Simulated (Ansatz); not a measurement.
Start from `C[Si](S)(Cl)Cl` and change one atom or group to get `C[Si](C)(Cl)Cl`.

Ansatz, PBE0-D4/def2-TZVP geometries, multiplicity 1. Each molecule was computed in one conformer, which needn't be the lowest.

```
                                          property  `C[Si](S)(Cl)Cl`
             LUMO energy (ωB97M-V/def2-TZVPP) / eV              1.96
                HOMO energy (PBE0/def2-TZVPP) / eV             -7.88
               HOMO energy (B3LYP/def2-TZVPP) / eV             -7.61
               LUMO energy (B3LYP/def2-TZVPP) / eV             -0.17
size of the dipole moment (ωB97M-V/def2-TZVPP) / D              2.24
                LUMO energy (PBE0/def2-TZVPP) / eV              0.08
```

Task: Give the same properties after the change, and the shifts. (Estimate.)

Result: The calculation gave: 
```
                                          property  `C[Si](C)(Cl)Cl`  shift
             LUMO energy (ωB97M-V/def2-TZVPP) / eV              2.36   0.40
                HOMO energy (PBE0/def2-TZVPP) / eV             -8.62  -0.74
               HOMO energy (B3LYP/def2-TZVPP) / eV             -8.39  -0.78
               LUMO energy (B3LYP/def2-TZVPP) / eV              0.62   0.79
size of the dipole moment (ωB97M-V/def2-TZVPP) / D              2.32   0.08
                LUMO energy (PBE0/def2-TZVPP) / eV              0.94   0.86
```

With PBE0 the HOMO falls by 0.74 eV and the LUMO rises by 0.86 eV, so the gap widens by about 1.60 eV. PBE moves the HOMO by -0.67 eV and ωB97M-V by -0.77 eV. The zero-point energy changes by 70.9 kJ/mol with +6 modes. Dipoles are sizes alone; their direction can turn.

B3LYP here is the variant with VWN-RPA as its local correlation; programs differ in this.
